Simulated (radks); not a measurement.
Results of a calculation; reference values are marked as such.
All-electron atom: Os3.5+ in [Kr] 4d10 4f14 5s2 5d(up 3, down 3) 5p(up 2.25, down 2.25) (fractional occupations, a model configuration).

Code: a radial shooting solver on a logarithmic mesh with Libxc functionals. Model: scalar-relativistic Kohn-Sham, LDA (Slater exchange, Perdew-Wang correlation), spin-polarised, spherical densities, finite nucleus; Fermi nuclear charge, rms radius 5.4126 fm.

Energy parts (hartree):
part                       energy
total                 -17235.5140
kinetic                19090.5579
electron-nucleus      -42605.0720
Hartree                 6605.8596
exchange-correlation    -326.8595

Orbitals (lengths in bohr, moments of r in powers of bohr):
| orbital | occ. | eigenvalue (hartree) | <r> | <r^2> | <r^4> |
|---|---|---|---|---|---|
| 1s | 2 | -2713.185 | 0.01775 | 0.0004341 | 5.135e-07 |
| 2s | 2 | -473.9227 | 0.07495 | 0.006651 | 0.00007643 |
| 2p | 6 | -413.1774 | 0.06729 | 0.005535 | 0.00006068 |
| 3s | 2 | -111.4860 | 0.1941 | 0.04307 | 0.002793 |
| 3p | 6 | -93.64050 | 0.1946 | 0.04393 | 0.003024 |
| 3d | 10 | -73.62858 | 0.1763 | 0.03639 | 0.002329 |
| 4s | 2 | -24.74833 | 0.4321 | 0.2108 | 0.06438 |
| 4p | 6 | -18.88972 | 0.4597 | 0.2403 | 0.08583 |
| 4d | 10 | -11.60274 | 0.4890 | 0.2768 | 0.1227 |
| 5s | 2 | -4.89369 | 0.9953 | 1.111 | 1.789 |
| 4f | 14 | -3.49447 | 0.5532 | 0.3760 | 0.3049 |
| 5p | 4.5 | -3.36361 | 1.143 | 1.475 | 3.251 |
| 5d | 6 | -1.60286 | 1.538 | 2.716 | 11.98 |

The highest occupied level is 5d at -43.616 eV. Summed over all electrons, <r^2> = 35.81 bohr^2, which gives a Langevin (diamagnetic) susceptibility term of -28.4 x 10^-6 cm^3/mol.
